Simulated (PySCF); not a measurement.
Working out the ionisation energy of Fe¹⁴⁺

Fe¹⁴⁺ [Ne] 3s2 (1S) → Fe¹⁵⁺ [Ne] 3s1 (2S). Calculation: PySCF 2.14, in an even-tempered Gaussian basis (17 s from 1.1 bohr⁻², ratio 2.5; 11 p from 1.4 bohr⁻², ratio 2.5; 5 d from 5.7 bohr⁻², ratio 2.7; 4 f from 8.5 bohr⁻², ratio 2.7); the non-relativistic Hamiltonian (point nucleus). Frozen: 1s2; the 18 highest virtual orbitals dropped. Energies in hartree (1 hartree = 27.21139 eV):

```csv
part,Fe¹⁴⁺ (lower),Fe¹⁵⁺ (upper)
UHF,-1174.004571,-1157.489173
MP2 opposite-spin,-0.301884,-0.226171
MP2 same-spin,-0.091863,-0.082894
```

What does Hartree-Fock give?

(-1157.489173) − (-1174.004571) = 16.515398 hartree = 449.407 eV.

What do MP2 and SCS-MP2 (6/5 opposite-spin, 1/3 same-spin) give?

The opposite-spin parts differ by 2.060 eV and the same-spin parts by 0.244 eV. MP2: 449.407 + (2.060) + (0.244) = 451.711 eV. SCS-MP2: 449.407 + 1.2 × (2.060) + (0.244)/3 = 451.960 eV.

Measured between the centres of the two terms (NIST): 456.200 eV, so MP2 (outer shells) is off by -4.489 eV.

The calculation is non-relativistic.

What remains against the reference includes basis incompleteness, the frozen core and correlation beyond second order.
